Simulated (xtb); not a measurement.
disilicic acid (H6O7Si2), singlet, at a GFN2-xTB geometry; GFN2-xTB in xtb 6.7.1.

Here is a job for xtb.
```
$ xtb mol.xyz --gfn 2 --hess --json

# file mol.xyz
15

O      2.79480622     0.38354433     0.45298601
Si     1.39657057    -0.42578146     0.36005253
O      1.40826964    -1.47604778    -0.86558218
O      1.17840500    -1.21446863     1.75406439
O      0.20610636     0.67775399     0.12016386
Si    -1.33571732     0.52713486    -0.32668733
O     -1.77408327     1.90023071    -1.07930675
O     -1.43148514    -0.79897765    -1.27015769
O     -2.37053550     0.29451132     0.89627042
H      3.12550669     0.82125491    -0.32565780
H      0.54854301    -1.73427827    -1.19805730
H      1.34739105    -0.75841879     2.57348028
H     -1.17309060     2.29927317    -1.70145853
H     -2.29689945    -1.17392058    -1.41271921
H     -2.49526227     0.99477171     1.52979510
```

### Question
What does xtb print? Leave out banner, timings and long lists.

### Answer

```
   ID    Z sym.   atoms
    1    8 O      1, 3-5, 7-9
    2   14 Si     2, 6
    3    1 H      10-15

           -------------------------------------------------
          |                Calculation Setup                |
           -------------------------------------------------

molecular fragmentation (1/2 indicates fragments):
111111112111112
# atoms in fragment 1/2:    13     2
 fragment masses (1/2) :      157.21       17.01
CMA distance (Bohr)    :   5.405
constraining FC (au)   :  0.0500

           -------------------------------------------------
          |                 G F N 2 - x T B                 |
           -------------------------------------------------

          ...................................................
          :                      SETUP                      :
          :.................................................:
          :  # basis functions                  54          :
          :  # atomic orbitals                  52          :
          :  # shells                           26          :
          :  # electrons                        56          :
          :  max. iterations                   250          :
          :  Hamiltonian                  GFN2-xTB          :
          :  restarted?                      false          :
          :  GBSA solvation                  false          :
          :  PC potential                    false          :
          :  electronic temp.          300.0000000     K    :
          :  accuracy                    1.0000000          :
          :  -> integral cutoff          0.2500000E+02      :
          :  -> integral neglect         0.1000000E-07      :
          :  -> SCF convergence          0.1000000E-05 Eh   :
          :  -> wf. convergence          0.1000000E-03 e    :
          :  Broyden damping             0.4000000          :
          :  net charge                          0          :
          :  unpaired electrons                  0          :
          ...................................................

 iter      E             dE          RMSdq      gap      omega  full diag
   1    -35.5309654 -0.355310E+02  0.756E+00   11.08       0.0  T
   2    -35.5927215 -0.617561E-01  0.429E+00   10.03       1.0  T
   3    -35.5989806 -0.625905E-02  0.976E-01    9.81       1.0  T
   4    -35.6006361 -0.165551E-02  0.581E-01    9.66       1.0  T
   5    -35.6009652 -0.329171E-03  0.183E-01    9.87       1.0  T
   6    -35.6012189 -0.253680E-03  0.149E-01    9.73       1.0  T
   7    -35.6012706 -0.516385E-04  0.100E-01    9.82       1.0  T
   8    -35.6014115 -0.140930E-03  0.651E-03    9.77       4.0  T
   9    -35.6014115  0.962423E-08  0.286E-03    9.77       9.0  T
  10    -35.6014115 -0.888497E-08  0.841E-04    9.77      30.7  T
  11    -35.6014115 -0.108253E-07  0.471E-04    9.77      54.8  T

   *** convergence criteria satisfied after 11 iterations ***

         :::::::::::::::::::::::::::::::::::::::::::::::::::::
         ::                     SUMMARY                     ::
         :::::::::::::::::::::::::::::::::::::::::::::::::::::
         :: total energy             -35.383858356110 Eh    ::
         :: gradient norm              0.000088299951 Eh/a0 ::
         :: HOMO-LUMO gap              9.774377765623 eV    ::
         ::.................................................::
         :: SCC energy               -35.601354193951 Eh    ::
         :: -> isotropic ES            0.208277482141 Eh    ::
         :: -> anisotropic ES         -0.015699491326 Eh    ::
         :: -> anisotropic XC         -0.004168070582 Eh    ::
         :: -> dispersion             -0.011348546490 Eh    ::
         :: repulsion energy           0.217495837840 Eh    ::
         :: add. restraining           0.000000000000 Eh    ::
         :: total charge              -0.000000000000 e     ::
         :::::::::::::::::::::::::::::::::::::::::::::::::::::

           -------------------------------------------------
          |                Numerical Hessian                |
           -------------------------------------------------
step length          :   0.00500
SCC accuracy         :   0.30000
Hessian scale factor :   1.00000
frozen atoms in %    :   0.00000    0
RMS gradient         :   0.00009
estimated CPU  time      0.02 min

writing file <hessian>.

 projected vibrational frequencies (cm⁻¹)
eigval :       -0.00    -0.00    -0.00     0.00     0.00     0.00
eigval :       25.87    45.59    91.50   151.34   173.68   191.55
eigval :      197.76   210.31   235.16   256.01   265.15   281.33
eigval :      288.13   294.33   307.09   322.76   347.33   374.80
eigval :      421.50   642.94   803.14   828.32   840.32   841.12
eigval :      850.99   859.28   884.91   919.25   940.32   951.80
eigval :      975.94   995.67  1046.74  3608.90  3679.84  3689.07
eigval :     3695.70  3696.80  3698.62
           -------------------------------------------------
          |                Property Printout                |
           -------------------------------------------------

    * Orbital Energies and Occupations

         #    Occupation            Energy/Eh            Energy/eV
      -------------------------------------------------------------
         1        2.0000           -0.8249552             -22.4482
       ...           ...                  ...                  ...
        16        2.0000           -0.5086287             -13.8405
        17        2.0000           -0.4974344             -13.5359
        18        2.0000           -0.4900889             -13.3360
        19        2.0000           -0.4865663             -13.2401
        20        2.0000           -0.4786207             -13.0239
        21        2.0000           -0.4731943             -12.8763
        22        2.0000           -0.4723984             -12.8546
        23        2.0000           -0.4643305             -12.6351
        24        2.0000           -0.4593588             -12.4998
[...]
eigval :     3695.70  3696.80  3698.62
 reduced masses (amu)
   1: 16.80   2: 18.35   3: 18.69   4: 18.81   5: 16.78   6: 17.80   7: 14.51   8: 15.03
   9: 15.26  10:  6.45  11: 11.77  12: 11.57  13:  6.52  14:  8.12  15:  9.57  16:  9.85
  17: 10.54  18: 10.97  19: 14.63  20: 14.47  21:  9.34  22: 18.43  23: 14.93  24: 18.34
  25:  6.07  26: 18.61  27: 16.10  28:  3.92  29:  5.08  30:  5.91  31:  6.80  32:  5.48
  33:  9.55  34: 10.93  35: 19.55  36: 18.47  37: 19.00  38: 19.55  39: 18.80  40:  1.88
  41:  1.88  42:  1.88  43:  1.89  44:  1.88  45:  1.89
 IR intensities (km·mol⁻¹)
   1:  0.48   2:  0.21   3:  0.14   4:  0.12   5:  0.13   6:  0.02   7:  0.86   8:  0.38
   9:  1.29  10: 66.38  11: 72.55  12: 23.18  13: 14.10  14: 35.71  15:112.48  16: 29.25
  17: 75.18  18: 20.15  19: 41.02  20: 26.41  21: 75.09  22: 96.91  23: 55.84  24: 73.50
  25:272.92  26: 80.98  27:153.71  28:139.01  29:254.53  30:238.38  31:132.93  32: 86.70
  33:135.03  34:416.76  35:112.50  36:102.19  37:582.35  38:422.77  39:835.60  40: 79.97
  41: 36.39  42: 30.00  43:  1.53  44: 60.39  45: 35.57
 Raman intensities (Ä⁴*amu⁻¹)
   1:  0.00   2:  0.00   3:  0.00   4:  0.00   5:  0.00   6:  0.00   7:  0.00   8:  0.00
   9:  0.00  10:  0.00  11:  0.00  12:  0.00  13:  0.00  14:  0.00  15:  0.00  16:  0.00
  17:  0.00  18:  0.00  19:  0.00  20:  0.00  21:  0.00  22:  0.00  23:  0.00  24:  0.00
  25:  0.00  26:  0.00  27:  0.00  28:  0.00  29:  0.00  30:  0.00  31:  0.00  32:  0.00
  33:  0.00  34:  0.00  35:  0.00  36:  0.00  37:  0.00  38:  0.00  39:  0.00  40:  0.00
  41:  0.00  42:  0.00  43:  0.00  44:  0.00  45:  0.00
 output can be read by thermo (or use thermo option).
 writing <g98.out> molden fake output.
 recommended (thermochemical) frequency scaling factor: 1.0
           -------------------------------------------------
          |             Thermodynamic Functions             |
           -------------------------------------------------

c1  symmetry found (for desy threshold:  0.10E+00) used in thermo

          ...................................................
          :                      SETUP                      :
          :.................................................:
          :  # frequencies                          39      :
          :  # imaginary freq.                       0      :
          :  linear?                             false      :
          :  only rotor calc.                    false      :
          :  symmetry                               c1      :
          :  rotational number                       1      :
          :  scaling factor                  1.0000000      :
          :  rotor cutoff                   50.0000000 cm⁻¹ :
          :  imag. cutoff                  -20.0000000 cm⁻¹ :
          :.................................................:

    mode    ω/cm⁻¹     T·S(HO)/kcal·mol⁻¹    T·S(FR)/kcal·mol⁻¹   T·S(vib)
   ------------------------------------------------------------------------
       1     25.87    -1.82562 (  6.69%)    -1.25137 ( 93.31%)    -1.28978
       2     45.59    -1.49076 ( 40.87%)    -1.08369 ( 59.13%)    -1.25007
       3     91.50    -1.08162 ( 91.81%)    -0.87743 (  8.19%)    -1.06490
       4    151.34    -0.79166 ( 98.82%)    -0.72839 (  1.18%)    -0.79092
       5    173.68    -0.71415 ( 99.32%)    -0.68762 (  0.68%)    -0.71397
       6    191.55    -0.65973 ( 99.54%)    -0.65861 (  0.46%)    -0.65973
       7    197.76    -0.64217 ( 99.59%)    -0.64917 (  0.41%)    -0.64220
       8    210.31    -0.60852 ( 99.68%)    -0.63094 (  0.32%)    -0.60859
       9    235.16    -0.54835 ( 99.80%)    -0.59785 (  0.20%)    -0.54845
      10    256.01    -0.50353 ( 99.85%)    -0.57270 (  0.15%)    -0.50363
      11    265.15    -0.48527 ( 99.87%)    -0.56230 (  0.13%)    -0.48537
      12    281.33    -0.45485 ( 99.90%)    -0.54476 (  0.10%)    -0.45494
      13    288.13    -0.44273 ( 99.91%)    -0.53768 (  0.09%)    -0.44282
      14    294.33    -0.43200 ( 99.92%)    -0.53137 (  0.08%)    -0.43208
   ------------------------------------------------------------------------

   temp. (K)  partition function   enthalpy   heat capacity  entropy
                                   cal/mol     cal/K/mol   cal/K/mol   J/K/mol
 298.15  VIB  0.410E+05             6785.919     39.263     41.208
         ROT  0.795E+06              888.752      2.981     29.980
         INT  0.326E+11             7674.672     42.244     71.188
         TR   0.222E+28             1481.254      4.968     41.354
         TOT                        9155.9256    47.2119   112.5421   470.8763

       T/K    H(0)-H(T)+PV         H(T)/Eh          T*S/Eh         G(T)/Eh
   ------------------------------------------------------------------------
    298.15    0.145909E-01    0.103282E+00    0.534724E-01    0.498096E-01
   ------------------------------------------------------------------------

         :::::::::::::::::::::::::::::::::::::::::::::::::::::
         ::                  THERMODYNAMIC                  ::
         :::::::::::::::::::::::::::::::::::::::::::::::::::::
         :: total free energy         -35.334048798207 Eh   ::
         ::.................................................::
         :: total energy              -35.383858357865 Eh   ::
         :: zero point energy           0.088691064403 Eh   ::
         :: G(RRHO) w/o ZPVE           -0.038881504745 Eh   ::
         :: G(RRHO) contrib.            0.049809559658 Eh   ::
         :::::::::::::::::::::::::::::::::::::::::::::::::::::

           -------------------------------------------------
          | TOTAL ENERGY              -35.383858357865 Eh   |
          | TOTAL ENTHALPY            -35.280576397202 Eh   |
          | TOTAL FREE ENERGY         -35.334048798207 Eh   |
          | GRADIENT NORM               0.000088429966 Eh/α |
          | HOMO-LUMO GAP               9.774529270842 eV   |
           -------------------------------------------------

normal termination of xtb
```
